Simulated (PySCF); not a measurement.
Cartesian coordinates (Å):
```xyz
6

Ta     0.0160     0.0173    -0.0111
Cl     0.1152     1.3302    -1.9479
Cl     1.9951    -1.0404    -0.4929
Cl     0.1647     1.8451     1.3689
F     -0.2394    -1.1143     1.4911
F     -1.6312    -0.6368    -0.6167
```
Charge 0, spin multiplicity 1.

Question: Estimate the HOMO, charge on the central atom (Mulliken), total energy, LUMO and dipole moment that TPSSh-D3(BJ)/def2-TZVP // PBE-D3(BJ)/def2-SVP run with PySCF 2.14.0 returns for this input.

Answer: 
- HOMO = -8.81 eV
- charge on the central atom (Mulliken) = 1.43 e
- total energy = -1637.8148 Ha
- LUMO = -4.00 eV
- dipole moment = 0.140 e·Å
